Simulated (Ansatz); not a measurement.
Mulliken charges of C$_{3}$H$_{2}$BrF, SMILES `FC1(Br)C=C1` from ωB97M-V/def2-TZVPP in Ansatz (PBE0-D4/def2-TZVP geometry).

| atom | x (Å) | y (Å) | z (Å) | charge (e) |
| --- | --- | --- | --- | --- |
| F1 | 0.191 | -1.602 | 0.867 | -0.194 |
| C2 | -0.228 | -0.567 | 0.086 | 0.155 |
| Br3 | -1.854 | -1.137 | -0.800 | -0.098 |
| C4 | 0.013 | 0.801 | 0.474 | -0.118 |
| C5 | 0.719 | 0.335 | -0.522 | -0.118 |
| H6 | -0.245 | 1.615 | 1.131 | 0.187 |
| H7 | 1.466 | 0.487 | -1.283 | 0.187 |

By hand: the dipole of these point charges (1 e Å = 4.8032 D).

Σ q r = (0.251, 0.593, -0.099) e Å, of length 0.651 e Å = 3.13 D.

How does the dipole of the full density compare? (An estimate is asked.)

The calculation gave: (0.306, 0.559, -0.044) e Å, 3.07 D; the point charges give 1.02 times that, at 7° from its direction.

Point charges leave out the atoms' own dipoles, such as those of lone pairs, and Mulliken's split depends on the basis, so the close match here is no proof of good charges.
